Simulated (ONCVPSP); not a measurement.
Configuration tests for germanium (ONCV)

```json
{
 "Element": "germanium (Ge)",
 "Generator": "ONCVPSP 4.0.1",
 "Type": "optimised norm-conserving Vanderbilt (ONCV)",
 "Functional": "PBEsol",
 "Relativity": "scalar-relativistic",
 "Frozen core": "[Ar]",
 "Valence charge": "14",
 "Reference configuration": "3d10 4s2 4p2",
 "Partial waves": "4s: rc 1.95 bohr, ncon 4, nbas 8, qcut 4.3 1/bohr, 2 projectors, debl 1.5 Ha; 4p: rc 2.20 bohr, ncon 3, nbas 7, qcut 3.1 1/bohr, 2 projectors, debl 3.7 Ha; 3d: rc 0.65 bohr, ncon 4, nbas 8, qcut 15.5 1/bohr, 1 projector",
 "Local potential": "polynomial inside 0.50 bohr (lpopt 5, dvloc0 0 Ha)",
 "Core correction": "Teter function, fcfact 5.75, rcfact 1.05"
}
```

Energies are relative to the spin-unpolarised reference configuration 3d10 4s2 4p2; without spin polarisation the order of configurations can differ from experiment.

```tsv
valence configuration	charge	ΔE all-electron (eV)	error AE − PS (meV)
3d10 4s2 4p1	+1	7.453	-2.2
3d10 4s2 4p0	+2	22.902	-19
```

What are ΔE and the potential's error for 3d10 4s1 4p2?

ΔE = 16.183 eV all-electron; the error (AE − PS) is +1.7 meV.

What are ΔE and the potential's error for 3d10 4s1 4p0?

ΔE = 57.691 eV all-electron; the error (AE − PS) is -53 meV.

Note: ghosts flagged at negative energy: s at -625.0 eV, p at -81.6 eV; GHOST(+) flagged for s at 141.2 eV. A true bound ghost makes a file unfit for plane-wave use.
